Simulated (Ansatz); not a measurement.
**Question.** Name a neutral molecule of C, Cl, Si and H with LUMO energy (ωB97M-V/def2-TZVPP) between 1.15 and 1.45 eV and HOMO–LUMO gap (ωB97M-V/def2-TZVPP) between 9.95 and 10.25 eV (Ansatz, PBE0-D4/def2-TZVP geometry).

**Answer.** `Cl[SiH]1C[SiH2]1` (1.24 eV, 10.07 eV). Other molecules can fit too; these were computed, each in one conformer that needn't be the lowest.
